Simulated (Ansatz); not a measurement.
Relaxation of AlBrCl2H2O (7 atoms, charge 0, multiplicity 1), to a largest force component of 0.03 eV/Å in at most 50 steps.

Computed with RKS B3LYP-D4/def2-SVP in Ansatz.

```xyz
7
Properties=species:S:1:pos:R:3
Al -0.898 -1.031 0.000
O 0.884 1.539 -0.380
Cl 0.276 -2.234 -1.238
Cl -2.804 -0.410 -0.547
H 0.879 1.512 0.590
Br -0.101 -0.587 2.186
H 1.765 1.211 -0.611
```

Task: Where does it end, and by what steps?

Result: It converged. After 11 steps the energy has fallen by 1.052 eV; H7 moved furthest, 0.68 Å. Joined: Al1–O2.

```csv
step,energy less start (eV),largest force component (eV/Å),accepted
0,0.0000,1.059,yes
1,-0.2191,1.008,yes
2,-0.4966,1.256,yes
3,-0.8533,0.632,yes
4,-0.8541,1.936,yes
5,-0.9734,0.785,yes
6,-1.0351,0.323,yes
7,-1.0483,0.144,yes
8,-1.0506,0.046,yes
9,-1.0513,0.255,yes
10,-1.0520,0.092,yes
11,-1.0525,0.026,yes
```

```xyz
7
Properties=species:S:1:pos:R:3
Al -0.556 -0.587 0.057
O 0.521 1.026 -0.268
Cl 0.592 -1.886 -1.174
Cl -2.502 -0.110 -0.594
H 0.897 1.389 0.554
Br -0.202 -0.693 2.315
H 1.251 0.861 -0.891
```

Whether the end is a true minimum wasn't checked by a vibrational analysis.

Time of the run: 44 s on 2 threads of Arm Neoverse V1 (shared host), peak memory 0.28 GiB.
